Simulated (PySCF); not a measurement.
Two structures of AlAsH6S, closed shell, reached by relaxing down either side of one saddle point (PBE0-D4/def2-TZVP). Energies are electronic, without zero-point energy. Computed with PySCF 2.14 with density fitting (its default auxiliary sets; JK sets also for MP2 and CCSD(T)) (basis: def2-TZVPP and def2-QZVPP); correlated methods freeze the cores. Filled d shells of the heavier atoms are correlated. The def2 sets are not built for correlating such inner shells, so the correlated values are less sure here. Extrapolation: Hartree–Fock as exp(−7.88 √X), correlation as X^−2.97. First:

Al1  (-0.538, 0.183, -1.029)
S2  (0.813, 1.831, -1.567)
H3  (-0.069, -1.301, -1.312)
H4  (-2.015, 0.605, -0.656)
H5  (0.259, 0.582, 1.107)
As6  (0.022, -0.448, 2.224)
H7  (1.836, 1.013, -1.867)
H8  (0.923, -1.470, 1.550)
H9  (-1.221, -1.006, 1.545)
(Å)

Second:

| atom | x (Å) | y (Å) | z (Å) |
| --- | --- | --- | --- |
| Al1 | -0.7085 | -0.0446 | -0.6456 |
| S2 | 0.9831 | 1.8516 | -0.6373 |
| H3 | -0.2243 | -0.6342 | -2.0443 |
| H4 | -1.9813 | 0.9110 | -0.5707 |
| H5 | 0.9106 | 2.1520 | 0.6714 |
| As6 | -0.0823 | -1.1539 | 1.4610 |
| H7 | 2.0948 | 1.1146 | -0.4700 |
| H8 | 0.4546 | -2.3957 | 0.7645 |
| H9 | -1.4736 | -1.7506 | 1.6163 |

**Question.** Which bonds change from the first to the second?

**Answer.** AlH₃S ([AlH2][SH]) + AsH₃ → AlAsH₄ ([AlH2][AsH2]) + H₂S (still joined by a long Al–S bond); bonds formed: Al1–As6, S2–H5; bonds broken: H5–As6; bonds weakened to dative contacts: Al1–S2.

**Question.** Give the saddle point's structure and its height above each. (An estimate is asked for; the value comes from the calculation.)

**Answer.** Computed: 0.978 eV above the first and 0.794 eV above the second (CCSD(T) at an estimated basis limit (MP2 extrapolated from triple and quadruple zeta, plus CCSD(T) − MP2 in triple zeta)).
Al1  (-0.687, -0.065, -0.714)
S2  (0.856, 1.716, -1.012)
H3  (-0.271, -1.354, -1.527)
H4  (-2.103, 0.632, -0.652)
H5  (0.538, 0.938, 0.394)
As6  (0.088, -0.291, 1.828)
H7  (1.908, 0.898, -1.193)
H8  (0.908, -1.464, 1.311)
H9  (-1.236, -1.010, 1.565)
(Å)

No T1 diagnostic of these runs exceeds 0.012.

Labels in which every atom is bracketed show which atoms are joined, not bond orders.

For scale, one of the runs: CCSD(T)/def2-TZVPP, 216 basis functions, launched by `OMP_NUM_THREADS=4 python run.py`. Hardware: 4 CPU threads of an Arm Neoverse V1, shared host. Wall time 12 min; peak host memory 3.3 GiB.
